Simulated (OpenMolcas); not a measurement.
## Multiplet structure of Ba I

```json
{
  "Program": "OpenMolcas",
  "Method": "CASSCF",
  "Basis": "ANO-RCC-VQZP [9s8p5d3f2g]",
  "Scalar Hamiltonian": "DKH2, point nucleus",
  "Active space": "2 electrons in 9 orbitals (5d 6s 6p)",
  "State averaging": "2S+1 = 3 even, 18 roots; 2S+1 = 1 even, 21 roots; 2S+1 = 3 odd, 18 roots; 2S+1 = 1 odd, 18 roots",
  "Spin-orbit coupling": "state interaction with AMFI integrals over the reference wave functions, term energies averaged over their components"
}
```

Spin-free terms above the lowest, with the occupations of the reference:

```csv
Configuration,Term,E (cm-1),Occupations
6s2,1S,0.0,5d 0.02 6s 1.83 6p 0.15
6s 6p,3P*,11617,5d 0.03 6s 0.97 6p 1.00
5d 6s,3D,11764,5d 1.00 6s 1.00
5d 6s,1D,13425,5d 0.95 6s 0.83 6p 0.21
6s 6p,1P*,18974,5d 0.29 6s 0.71 6p 1.00
5d 6p,3F*,23146,5d 1.00 6p 1.00
5d 6p,1D*,23723,5d 1.00 6p 1.00
5d2,3F,24475,5d 2.00
5d 6p,3D*,25605,5d 1.00 6p 1.00
5d2,1D,25653,5d 1.56 6p 0.44
5d2,3P,25808,5d 1.32 6p 0.68
5d 6p,3P*,27274,5d 0.97 6s 0.03 6p 1.00
5d2,1S,29319,5d 1.32 6s 0.01 6p 0.67
5d 6p,1F*,29574,5d 1.00 6p 1.00
5d2,1G,30434,5d 2.00
5d 6p,1P*,34302,5d 0.71 6s 0.29 6p 1.00
```

With spin-orbit coupling, above the lowest level:

| Configuration | Term | J | E (cm-1) | Measured (cm-1) | g | Term weight % | Second |
| --- | --- | --- | --- | --- | --- | --- | --- |
| 6s2 | 1S | 0 | 0.0 | 0.0 |  | 100 |  |
| 6s 6p | 3P* | 0 | 11219 | 12266 |  | 100 |  |
| 6s 6p | 3P* | 1 | 11414 | 12637 | 1.501 | 100 |  |
| 5d 6s | 3D | 1 | 11439 | 9034 | 0.499 | 100 |  |
| 5d 6s | 3D | 2 | 11626 | 9216 | 1.164 | 98 |  |
| 6s 6p | 3P* | 2 | 11820 | 13515 | 1.501 | 100 |  |
| 5d 6s | 3D | 3 | 11985 | 9597 | 1.334 | 100 |  |
| 5d 6s | 1D | 2 | 13457 | 11395 | 1.003 | 98 |  |
| 6s 6p | 1P* | 1 | 18972 | 18060 | 1.000 | 100 |  |
| 5d 6p | 3F* | 2 | 22447 | 22065 | 0.683 | 95 | 5 1D* |
| 5d 6p | 3F* | 3 | 22984 | 22947 | 1.084 | 100 |  |
| 5d 6p | 3F* | 4 | 23625 | 23757 | 1.251 | 100 |  |
| 5d 6p | 1D* | 2 | 23742 | 23074 | 0.988 | 93 | 5 3F* |
| 5d2 | 3F | 2 | 23990 |  | 0.677 | 97 | 3 1D |
| 5d2 | 3F | 3 | 24369 |  | 1.084 | 100 |  |
| 5d2 | 3F | 4 | 24798 |  | 1.250 | 100 |  |
| 5d 6p | 3D* | 1 | 25159 | 24192 | 0.501 | 100 |  |
| 5d2 | 3P | 0 | 25315 |  |  | 97 | 3 1S |
| 5d2 | 1D | 2 | 25461 |  | 1.148 | 66 | 31 3P |
| 5d 6p | 3D* | 2 | 25486 | 24532 | 1.166 | 98 |  |
| 5d2 | 3P | 1 | 25627 |  | 1.501 | 100 |  |
| 5d 6p | 3D* | 3 | 25889 | 24980 | 1.333 | 100 |  |
| 5d2 | 3P | 2 | 26239 |  | 1.341 | 68 | 31 1D |
| 5d 6p | 3P* | 0 | 27064 |  |  | 100 |  |
| 5d 6p | 3P* | 1 | 27159 |  | 1.499 | 100 |  |
| 5d 6p | 3P* | 2 | 27408 |  | 1.497 | 99 |  |
| 5d2 | 1S | 0 | 29438 |  |  | 97 | 3 3P |
| 5d 6p | 1F* | 3 | 29597 |  | 1.001 | 100 |  |
| 5d2 | 1G | 4 | 30445 |  | 1.000 | 100 |  |
| 5d 6p | 1P* | 1 | 34333 | 28554 | 1.001 | 100 |  |

Against the 16 measured excited levels shown (NIST Handbook of Basic Atomic Spectroscopic Data) the mean absolute deviation is 1500 cm-1; the largest miss in energy is 5d 6p 1P* 1: computed 34333, measured 28554 cm-1 (+20.2 %), and the largest in proportion 5d 6s 3D1 (+26.6 %).

Spin-orbit coupling puts the lowest level 2.8 cm-1 below the lowest spin-free term.

A single d shell beside an s shell can misplace configurations of different d count against each other. Measured partners are found by configuration, term and J. A level has none where our copy of the source lacks it or the pairing is in doubt (some pairs that miss far off the trend of their configuration count as doubtful), and it then counts in no deviation. Levels of configurations outside the active space are missing. The first state left out of the spin-orbit step lies near 43000 cm-1 above the lowest spin-free state of the reference (among the parities and spins computed), and the list stops at four fifths of that energy or lower.

The term weight is that of the spin-free term in the level, not the purity of its configuration. * marks odd parity.
